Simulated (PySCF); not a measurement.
Basis-set dependence of SnO⁺ at CCSD(T)

PySCF, UHF reference; doublet, unpaired electrons π ↑; De to Sn⁺ + O without counterpoise correction. Frozen cores follow the default of each basis and core potential.

```
                     basis                           relativity  functions  Re (Å)  ωe (cm⁻¹)  De (eV)  frozen orbitals
                x2c-SVPall                        spin-free X2C         50   2.016        626     2.67               19
aug-cc-pVDZ-PP/aug-cc-pVDZ  scalar-relativistic core potentials         55   2.012        619     2.94                5
               def2-TZVPPD  scalar-relativistic core potentials         96   1.976        642     3.10                5
```

Task: How does each smaller set differ from the one with most functions, def2-TZVPPD?

Result: x2c-SVPall: +4.0 pm, -2.5 % in ωe, -0.43 eV in De; aug-cc-pVDZ-PP/aug-cc-pVDZ: +3.6 pm, -3.6 % in ωe, -0.16 eV in De. All at CCSD(T); the set with most functions is neither the basis-set limit nor always the best. The rows treat relativity differently, so the differences are not basis effects alone.

Correlated steps freeze the inner cores (5 to 19 orbitals); shallow outer-core shells are correlated. Correlated levels converge slowly with the basis: in double zeta they bind strong bonds too weakly, by up to about 1 eV, and carry superposition errors of some tenths. These are scalar-relativistic numbers at best; spin–orbit coupling would shift them, the dissociation energy most. For an ion De counts to the pair picked by the measured ionisation energies or electron affinities, which need not be the lowest pair at this level. The state was picked by a PBE0 search and need not be the measured ground state.
